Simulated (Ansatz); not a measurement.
`OCC(O)CF` + `FCF` → `OC(CF)C(F)F` + CH₃OH  (formal exchange of groups at a C–C bond)

Gas-phase electronic energies from Ansatz, PBE0-D4/def2-TZVP geometries. CBS: MP2 limit from def2 TZ/QZ plus the TZ coupled-cluster correction, frozen cores. This one scheme is used for every species. Functionals use def2-TZVPP. B3LYP here is the variant with VWN-RPA as its local correlation; programs differ in this. Each species was taken in one conformer, which may not be the lowest.

```tsv
level	ΔE (kJ/mol)
PBE0-D4	0.7
ωB97M-V	-1.5
B2PLYP	0.5
PBE0	0.3
B3LYP	-0.5
CCSD/def2-TZVPP	0.5
HF/def2-QZVPP	-2.3
MP2/CBS(def2)	2.9
```

What does CCSD(T)/CBS give? (Best estimate.)

The calculation gave: +0.3 kJ/mol. The listed levels differ from it by 0.4, -1.8, 0.2, 0.0, -0.8, 0.2, -2.6, 2.6 kJ/mol.

Largest T1 diagnostic among the species: 0.011.

In def2-TZVPP, CCSD(T) changes the Hartree–Fock value by +3.2 kJ/mol (the triples alone add +0.4 kJ/mol) and MP2 by +5.8 kJ/mol.
